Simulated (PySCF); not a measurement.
A GIAO shielding run with PySCF 2.14.0 with density-fitted response routines (density fitting, non-relativistic, gas phase) on SMILES C=C[C@@H]1C[Si@H]1S, C4H8SSi:

```
$ OMP_NUM_THREADS=1 python probes_run.py task.json out

{"job": {"kind": "nmr", "xc": "PBE0", "basis": "pcSseg-1"}, "charge": 0, "multiplicity": 1}
C     -2.402551     0.666717    -0.677897
C     -1.393116     0.579839     0.176470
C     -0.075687     0.037909    -0.141710
C      0.732158    -0.625192     1.002772
Si     1.500918     0.966111     0.382642
S      3.220788     0.875502    -0.901036
H     -3.352301     1.086241    -0.396143
H     -2.314061     0.322696    -1.695411
H     -1.511873     0.938486     1.191308
H     -0.055065    -0.494447    -1.087956
H      0.228313    -0.639107     1.959067
H      1.161967    -1.590868     0.771720
H      1.510191     2.211050     1.110791
H      2.749641    -0.055384    -1.716783
```

Hardware: 1 thread of an Arm Neoverse V2, shared host. The job also computes population analyses, field gradients, ring-centre shieldings.

**Question.** How large is the calculation?

**Answer.** 62 electrons, 156 basis functions and 854 auxiliary functions.

**Question.** How long does it take, and how much memory does it need?

**Answer.** 17 s of wall time, with 14 SCF cycles and 5 response iterations; peak memory 0.79 GiB. Times on a shared host scatter by some tens of per cent.
